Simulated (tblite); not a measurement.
Compound: C₇H₁₅BO.
Cartesian coordinates in Å at the GFN2-xTB level; atoms count from 1:
```xyz
24
C7H15BO angstrom
C      2.9567   -1.1924   -0.5766
O      2.1200   -0.5931   -1.5323
C      1.4336    0.5529   -1.0795
C      0.3398    0.2810   -0.0366
C     -0.3152    1.5946    0.4058
B     -1.6728    1.4253    1.1822
C     -2.4905    0.0940    1.0186
C     -1.6838   -1.1055    0.5085
C     -0.7081   -0.6866   -0.5865
H      3.5989   -0.4482   -0.0892
H      2.3878   -1.7264    0.1931
H      3.5783   -1.9065   -1.1148
H      0.9828    0.9764   -1.9818
H      2.1543    1.2810   -0.6717
H      0.8061   -0.1797    0.8416
H     -0.5566    2.1782   -0.4919
H      0.4119    2.2020    0.9508
H     -2.1159    2.3218    1.7946
H     -3.2685    0.3270    0.2809
H     -3.0358   -0.1882    1.9222
H     -2.3543   -1.8807    0.1291
H     -1.1209   -1.5397    1.3388
H     -0.2052   -1.5642   -0.9978
H     -1.2544   -0.2033   -1.3998
```

Calculated harmonic vibrations of the isolated species, GFN2-xTB (tblite), most abundant isotopes, no scaling. This tight-binding method is rough: wavenumbers can miss measured ones by several per cent, in bad cases by 10 to 20. Modes of hydrogen on boron can be 10 to 20 % off. One conformer, not necessarily the lowest.

Harmonic wavenumbers (cm⁻¹): 59.8, 78.0, 124.6, 143.5, 178.5, 226.0, 260.4, 332.2, 403.3, 407.6, 450.8, 496.5, 524.4, 624.8, 670.0, 806.6, 832.2, 843.0, 888.1, 926.1, 938.8, 961.6, 1002.7, 1020.0, 1048.9, 1078.4, 1103.3, 1109.0, 1133.6, 1143.9, 1149.1, 1183.1, 1200.5, 1208.9, 1229.9, 1265.2, 1272.1, 1305.6, 1311.8, 1320.8, 1351.0, 1353.7, 1365.1, 1408.2, 1455.6, 1456.9, 1463.9, 1474.9, 1489.4, 1495.4, 1504.7, 2621.7, 2836.6, 2898.5, 2909.7, 2914.7, 2920.3, 2929.0, 2954.0, 2956.3, 2965.9, 2967.8, 2972.4, 2978.7, 2987.5, 3017.3.

A = 3246, B = 928.1, C = 804.7 MHz; mass 126.122 u (most abundant isotopes); point group C1, symmetry number 1.

Problem. Zero-point energy?

Solution. Half the sum of the wavenumbers: 45956 cm⁻¹ = 549.76 kJ/mol.

Problem. What is S at 273.15 K and 1 bar for an ideal gas of classical rigid rotors and harmonic oscillators?

Solution. Translation 167.36, rotation 121.39, vibration 106.69: S = 395.4 J/(mol K).

Problem. And Cp and H(273.15 K) − H(0)?

Solution. Cp = 155.16 J/(mol K), of which vibrations give 121.90 (their classical limit is 66 R = 548.8); H(273.15 K) − H(0) = 25.10 kJ/mol without the zero-point energy, 16.02 from vibrations.

Problem. How do the functions run with temperature in this model?

Solution. 
```csv
T (K),S (J/(mol K)),Cp (J/(mol K)),H − H(0) (kJ/mol),G − H(0) (kJ/mol),ln q(vib)
100,286.8,77.0,5.29,-23.39,1.42
200,353.1,119.4,15.10,-55.52,3.91
300,410.7,169.5,29.46,-93.74,6.48
500,522.1,272.3,73.97,-187.08,11.85
800,675.0,377.4,172.79,-367.19,20.18
1000,764.4,423.2,253.10,-511.29,25.57
```

q(vib) and H(0) count from the zero-point level.

Problem. Which modes carry the vibrational entropy at 273.15 K?

Solution. 59.8 cm⁻¹: 17.95; 78.0 cm⁻¹: 15.77; 124.6 cm⁻¹: 11.96; 143.5 cm⁻¹: 10.84; 178.5 cm⁻¹: 9.13; 226.0 cm⁻¹: 7.34 J/(mol K); the other 60 give 33.71 together.

Problem. Blend soft modes into free rotors: weight 1/[1 + (100 cm⁻¹/ν̃)⁴] for the oscillator and the rest for a rotor with moment μB/(μ + B), μ = h/(8π²ν), B = 10⁻⁴⁴ kg m². What vibrational entropy results?

Solution. 100.23 J/(mol K) in place of 106.69, which changes −T·S at 273.15 K by +1.77 kJ/mol.

Hindered rotation and anharmonicity are outside this model. Other conformers, if any are populated, would add a mixing term that is left out. The structure is chiral; the term R ln 2 for an equal mix with its mirror image is left out.
